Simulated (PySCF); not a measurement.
C2H7NOSi, SMILES N(=C\CO)/[SiH3].

The structure is a stationary point at PBE-D3(BJ)/def2-SVP. The structure was generated by enumeration; whether it is a known compound was not checked. The values are those of a single conformer.

Calculation: SMD-B3LYP/6-31G* run with PySCF.

Solvation free energies are E(SMD) − E(gas) at the gas-phase geometry, for 1 M in both phases. In vacuum the dipole moment is 0.87 D.

Computed solvation free energies in water, N,N-dimethylformamide, chloroform:
```json
[
 {"solvent": "water", "ΔG(solv) (kcal/mol)": "-5.3", "its non-electrostatic (CDS) part": "3.3", "dipole (D)": "1.20"},
 {"solvent": "N,N-dimethylformamide", "ΔG(solv) (kcal/mol)": "-4.9", "its non-electrostatic (CDS) part": "-0.1", "dipole (D)": "1.15"},
 {"solvent": "chloroform", "ΔG(solv) (kcal/mol)": "-4.9", "its non-electrostatic (CDS) part": "-0.5", "dipole (D)": "1.07"}
]
```
